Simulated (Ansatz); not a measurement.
The same path of H3N + H3Sn (8 atoms, charge 0, multiplicity 2) was run 3 times with different band settings.

Computed with UKS B3LYP-D4/def2-SVP (Ansatz 0.2.0).

Relaxed end points:

```xyz
8
Properties=species:S:1:pos:R:3
Sn 0.362 0.064 -0.015
H 0.804 -0.564 3.135
H 1.055 0.125 -1.607
H -0.577 1.501 0.235
H -0.715 -1.292 0.069
N -0.059 -0.117 3.442
H -0.835 -0.572 2.962
H -0.032 0.856 3.141
```

```xyz
8
Properties=species:S:1:pos:R:3
Sn -0.342 0.544 0.148
H -0.346 0.315 3.563
H 1.349 0.193 -0.068
H -0.850 1.401 -1.313
H -1.158 -0.992 0.097
N 0.192 -0.198 2.863
H -0.022 -1.190 2.984
H 1.180 -0.072 3.088
```

Common settings: spring 5.0 eV/Å²; optimiser quadratic models (default); start path through a guess of the saddle point; iteration limit 60; end points relaxed.

| run | movable images | climbing image | force threshold |
| --- | --- | --- | --- |
| 1 | 9 | yes | 0.05 eV/Å |
| 2 | 9 | yes | 0.5 eV/Å |
| 3 | 4 | no | 0.05 eV/Å |

What does each run give, and how far can it be trusted?

Run 1: not converged after 60 iterations, highest image 0.136 eV above the first end. The band didn't meet its force threshold, so its energies are provisional: the largest band force was still 0.37 eV/Å, and over the last iterations the top stayed at 0.14 eV. Neighbouring images lie up to 2.5 Å apart, so the band is torn or far too coarse. Inner images lie below an end point, which means an intermediate or an end that isn't the lowest structure nearby.
Run 2: converged after 11 iterations, highest image 0.138 eV above the first end. The threshold of 0.5 eV/Å is loose, so the images may lie well off the minimum-energy path. The profile has 2 maxima (images 2, 6) with wells between them (image 3): this band takes more than one step, which may be the mechanism or a detour left from its start path. The order of the stationary point at the top wasn't checked.
Run 3: converged after 13 iterations, highest image 0.126 eV above the first end. No image climbed, so the highest image needn't sit at the top of the path.
